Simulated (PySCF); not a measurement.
C4H4BF, SMILES FB1C=CC=C1. The structure is a stationary point at PBE-D3(BJ)/def2-SVP. This is a generated structure with no PubChem entry under its InChIKey; it may be hypothetical.

Computed equilibrium geometry at PBE-D3(BJ)/def2-SVP (PySCF confirms it by a frequency run) as bond lengths and angles, and its point group:
point group C2v.
Atoms: F1 B2 C3 C4 C5 C6 H7 H8 H9 H10. Bonded distances (Å): F1–B2 1.332, B2–C3 1.588, B2–C6 1.588, C3–C4 1.356, C3–H7 1.098, C4–C5 1.515, C4–H8 1.103, C5–C6 1.356, C5–H9 1.103, C6–H10 1.098. Angles (°): F1–B2–C3 126.5, F1–B2–C6 126.5, C3–B2–C6 107.0, B2–C3–C4 104.0, B2–C3–H7 131.6, C4–C3–H7 124.4, C3–C4–C5 112.5, C3–C4–H8 126.3, C5–C4–H8 121.2, C4–C5–C6 112.5, C4–C5–H9 121.2, C6–C5–H9 126.3, B2–C6–C5 104.0, B2–C6–H10 131.6, C5–C6–H10 124.4.
Charge 0, spin multiplicity 1.
